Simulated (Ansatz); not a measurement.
## One arrangement of a pair

The pair of PH3 (SMILES P, atoms 1–4) and SbH3 (SMILES [SbH3], atoms 5–8), both closed shells, in one local arrangement (a lower one may exist), relaxed at PBE0-D4/def2-TZVP:

```
8
angstrom
P 0.1851 -0.2019 -1.7380
H 0.4160 -1.0406 -2.8596
H 1.1623 0.7478 -2.1321
H -0.8762 0.4994 -2.3657
Sb -0.2830 0.5860 1.8670
H 1.1169 -0.3859 1.9297
H -1.2946 -0.7793 1.7241
H -0.4266 0.5746 3.5746
```

Program: Ansatz 0.2.0. Basis: def2-TZVPPD, with def2-QZVPPD for the basis limit. Cores are frozen in the correlated methods. Filled d shells of the heavier atoms are correlated. Core potentials replace the inner electrons of the atoms past krypton. The def2 sets are not built for correlating such inner shells, so the correlated values are less sure here. Extrapolation: Hartree–Fock as exp(−7.88 √X), correlation as X^−2.97. Interaction energies count from these two fragments, frozen as in the pair, with the counterpoise correction; negative means bound.

(1) What is the interaction energy by CCSD(T) at an estimated basis limit (MP2 extrapolated from triple and quadruple zeta, plus CCSD(T) − MP2 in triple zeta)? (To be estimated.)

(2) Which atoms make the shortest contact between the fragments?

T1 diagnostic: at most 0.015.

Answers

(1) Computed: -6.0 kJ/mol. Hartree–Fock alone gives 3.9 kJ/mol at the basis limit, so without correlation the pair would not bind at this distance. Plain CCSD(T) in triple zeta gives -4.0 kJ/mol; the step to the limit is large here, so the limit is uncertain. It counts from the two fragments frozen as in the pair.

(2) P1 and Sb5, 3.72 Å apart.

Basis-set superposition shift (counterpoise-corrected less uncorrected): CCSD(T) 2.1; MP2 2.1; HF 0.2; PBE0-D4 0.2; wB97M-V 0.3 kJ/mol.

For scale, one of the runs: CCSD(T)/def2-TZVPPD, 206 basis functions, launched by `ansatz run in.yaml --threads 4 --pin off --events-out ev --progress --plain --max-ram 9574MiB`. The run took 14 s on 4 CPU threads of an Intel Xeon 6975P-C (shared host), with 2.9 GiB of host memory at its peak.
